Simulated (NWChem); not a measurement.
All runs are NWChem calculations. System: C2F3, charge 0, spin multiplicity 2, at a geometry optimised with UPBE0/def2-SVP. The structure started from a generated list of species. Its SCF solution wasn't tested for a lower state. Level: evGW@UPBE/def2-SVPD, RI basis def2-svpd-rifit, 6 cycles.

The NWChem input:

```
start mol
memory heap 200 mb stack 700 mb global 1700 mb
geometry units angstroms nocenter noautoz
  F     -0.081625     1.946434     0.000000
  C      0.550738     0.816067     0.000000
  C      0.081118    -0.418287     0.000000
  F     -1.194018    -0.737603     0.000000
  F      0.854405    -1.474016     0.000000
  symmetry group Cs
end
basis spherical
  * library def2-svpd
end
basis "ri basis" bse spherical
  * library def2-svpd-rifit
end
dft
  xc xpbe96 cpbe96
  odft
  mult 2
  iterations 100
  direct
  tolerances tight
end
task dft energy
gw
  evgw 6
  states alpha occ -1 vir -1
  states beta occ -1 vir -1
end
task dft gw
```

NWChem printed:

```
             Northwest Computational Chemistry Package (NWChem) 7.3.0
             --------------------------------------------------------

                                NWChem Input Module
                                -------------------

 Scaling coordinates for geometry "geometry" by  1.889725989
 (inverse scale =  0.529177249)

 Turning off AUTOSYM since
 SYMMETRY directive was detected!

                             Geometry "geometry" -> ""
                             -------------------------

 Output coordinates in angstroms (scale by  1.889725989 to convert to a.u.)

  No.       Tag          Charge          X              Y              Z
 ---- ---------------- ---------- -------------- -------------- --------------
    1 F                    9.0000    -0.08162500     1.94643400     0.00000000
    2 C                    6.0000     0.55073800     0.81606700     0.00000000
    3 C                    6.0000     0.08111800    -0.41828700     0.00000000
    4 F                    9.0000    -1.19401800    -0.73760300     0.00000000
    5 F                    9.0000     0.85440500    -1.47401600     0.00000000

 Effective nuclear repulsion energy (a.u.)     163.2495484046

            Nuclear Dipole moment (a.u.)
            ----------------------------
        X                 Y               Z
 ---------------- ---------------- ----------------
    -0.0000113384     0.0000283459     0.0000000000

      Symmetry information
      --------------------

 Group name             Cs
 Group number              2
 Group order               2
 No. of unique centers     5

      Symmetry unique atoms

     1    2    3    4    5


 Summary of "ao basis" -> "" (spherical)
 ------------------------------------------------------------------------------
       Tag                 Description            Shells   Functions and Types
 ---------------- ------------------------------  ------  ---------------------
 *                         def2-svpd                  on all atoms

 new library libraries.bse/

 Summary of "ri basis" -> "" (spherical)
 ------------------------------------------------------------------------------
       Tag                 Description            Shells   Functions and Types
 ---------------- ------------------------------  ------  ---------------------
 *                      def2-svpd-rifit               on all atoms

  pbe96 is a nonlocal functional; adding pw91lda local functional.

                                 NWChem DFT Module
                                 -----------------

 Summary of "ao basis" -> "ao basis" (spherical)
 ------------------------------------------------------------------------------
       Tag                 Description            Shells   Functions and Types
 ---------------- ------------------------------  ------  ---------------------
 F                         def2-svpd                 9       23   4s3p2d
 C                         def2-svpd                 8       20   4s2p2d

 Summary of "ao basis" -> "ao basis" (spherical)
 ------------------------------------------------------------------------------
       Tag                 Description            Shells   Functions and Types
 ---------------- ------------------------------  ------  ---------------------
 F                         def2-svpd                 9       23   4s3p2d
 C                         def2-svpd                 8       20   4s2p2d

      Symmetry analysis of basis
      --------------------------

        a'         76
[...]
@GW        86         63.038           0.000
@GW        87         64.001           0.000
@GW        88         65.100           0.000
@GW        89         65.841           0.000
@GW        90         67.171           0.000
@GW        91         68.323           0.000
@GW        92         71.021           0.000
@GW        93         77.898           0.000
@GW        94         79.574           0.000
@GW        95         95.322           0.000
@GW        96         95.558           0.000
@GW        97         95.781           0.000
@GW        98         96.199           0.000
@GW        99         96.503           0.000
@GW       100         97.474           0.000
@GW       101         97.920           0.000
@GW       102         97.804           0.000
@GW       103         99.715           0.000
@GW       104        101.181           0.000
@GW       105        101.848           0.000
@GW       106        107.638           0.000
@GW       107        114.563           0.000
@GW       108        116.125           0.000
@GW       109        119.673           0.000

                   Beta Orbitals
          State     Energy (eV)     Error (eV)
          -----------------------------------
@GW         1       -691.912           0.000
@GW         2       -691.652           0.000
@GW         3       -697.813           0.000
@GW         4       -298.661           0.000
@GW         5       -296.763           0.000
@GW         6        -39.704           0.000
@GW         7        -39.520           0.000
@GW         8        -38.133           0.000
@GW         9        -24.979           0.000
@GW        10        -21.728           0.000
@GW        11        -20.359           0.000
@GW        12        -19.904           0.000
@GW        13        -18.670           0.000
@GW        14        -17.500           0.000
@GW        15        -17.065           0.000
@GW        16        -16.421           0.000
@GW        17        -16.416           0.000
@GW        18        -15.858           0.000
@GW        19         -9.977           0.000
@GW        20         -0.488           0.000
@GW        21          4.256           0.000
@GW        22          2.693           0.000
@GW        23          3.780           0.000
@GW        24          4.208           0.000
@GW        25          4.658           0.000
@GW        26          5.746           0.000
@GW        27          5.499           0.000
@GW        28          6.010           0.000
@GW        29          5.716           0.000
@GW        30          6.393           0.000
@GW        31          7.527           0.000
@GW        32          6.321           0.000
@GW        33          7.131           0.000
@GW        34          7.921           0.000
@GW        35          9.104           0.000
@GW        36          9.883           0.000
@GW        37         10.174           0.000
@GW        38         11.341           0.000
@GW        39         12.054           0.000
@GW        40         11.593           0.000
@GW        41         14.153           0.000
@GW        42         13.067           0.000
@GW        43         13.752           0.000
@GW        44         14.020           0.000
@GW        45         17.232           0.000
@GW        46         16.454           0.000
@GW        47         17.515           0.000
@GW        48         16.915           0.000
@GW        49         17.759           0.000
@GW        50         19.048           0.000
@GW        51         19.673           0.000
@GW        52         20.202           0.000
@GW        53         20.464           0.000
@GW        54         20.966           0.000
@GW        55         21.676           0.000
@GW        56         21.832           0.000
@GW        57         22.526           0.000
@GW        58         22.707           0.000
@GW        59         23.471           0.000
@GW        60         23.443           0.000
@GW        61         24.360           0.000
@GW        62         24.189           0.000
@GW        63         24.210           0.000
@GW        64         24.638           0.000
@GW        65         26.703           0.000
@GW        66         29.124           0.000
@GW        67         29.370           0.000
@GW        68         30.321           0.000
@GW        69         32.624           0.000
@GW        70         33.246           0.000
@GW        71         33.709           0.000
@GW        72         35.521           0.000
@GW        73         42.676           0.000
@GW        74         45.313           0.000
@GW        75         47.772           0.000
@GW        76         48.103           0.000
@GW        77         51.460           0.000
@GW        78         52.769           0.000
@GW        79         52.913           0.000
@GW        80         53.809           0.000
@GW        81         53.942           0.000
@GW        82         56.096           0.000
@GW        83         57.439           0.000
@GW        84         57.571           0.000
@GW        85         59.761           0.000
@GW        86         63.229           0.000
@GW        87         64.725           0.000
@GW        88         65.002           0.000
@GW        89         66.041           0.000
@GW        90         67.211           0.000
@GW        91         68.469           0.000
@GW        92         71.579           0.000
@GW        93         78.318           0.000
@GW        94         79.973           0.000
@GW        95         95.427           0.000
@GW        96         95.786           0.000
@GW        97         95.794           0.000
@GW        98         96.255           0.000
@GW        99         96.518           0.000
@GW       100         97.583           0.000
@GW       101         98.040           0.000
@GW       102         97.979           0.000
@GW       103         99.794           0.000
@GW       104        101.273           0.000
@GW       105        102.186           0.000
@GW       106        107.970           0.000
@GW       107        113.433           0.000
@GW       108        116.193           0.000
@GW       109        119.957           0.000

     GW Timing Statistics
   ------------------------
   Init.   :          0.1s
     ERIs  :          2.2s
     Distr.:          0.1s
     Vxc   :          0.4s
   Sigma_x :          0.0s
   RPA     :         78.8s
   Wmn     :         14.8s
   Sigma_c :         16.9s
   GW total:        113.8s

 Task  times  cpu:      113.8s     wall:      113.8s

 Total times  cpu:      134.1s     wall:      134.1s
```
